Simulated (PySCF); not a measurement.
A structure optimised at PBE0-D3(BJ)/def2-SVP, used in a PySCF frequency run:

```xyz
8

Cl     1.6723    -0.9655     1.8419
Si     0.0000     0.0000     1.1617
Cl     0.0000     1.9310     1.8419
Cl    -1.6723    -0.9655     1.8419
Si     0.0000     0.0000    -1.1617
Cl     1.6723     0.9655    -1.8419
Cl     0.0000    -1.9310    -1.8419
Cl    -1.6723     0.9655    -1.8419
```
Charge 0, spin multiplicity 1.

Task: Write its SMILES, formula and point group.

Result: Cl[Si](Cl)(Cl)[Si](Cl)(Cl)Cl, Cl6Si2, D3d

Task: What are its rotational constants (standard atomic weights)?

Result: 0.63723, 0.42327, 0.42327 GHz
